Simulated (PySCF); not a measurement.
Ge(F)(Cl)2(Me) (CH₃Cl₂FGe), SMILES [CH3][Ge]([F])([Cl])[Cl].

Coordinates come from a B3LYP-D3(BJ)/def2-SVP optimisation. This is a generated structure with no PubChem entry under its InChIKey; it may be hypothetical.

Level of theory: ωB97X/def2-TZVP in PySCF.

Gas-phase values at a fixed geometry.

```json
{
  "total_energy": "-3137.40339 hartree",
  "point_group": "Cs",
  "highest_occupied_level": "-11.82 eV",
  "lowest_empty_level": "1.12 eV",
  "orbital_gap": "12.95 eV",
  "dipole_moment": "3.04 D",
  "quadrupole, principal values (traceless, Buckingham form, about the centre of nuclear charge)": "-4.70, -1.85, 6.55 D·Å",
  "mean_static_polarisability": "61.9 bohr³ (9.18 Å³)",
  "polarisability_principal_values": "51.1, 65.0, 69.7 bohr³"
}
```
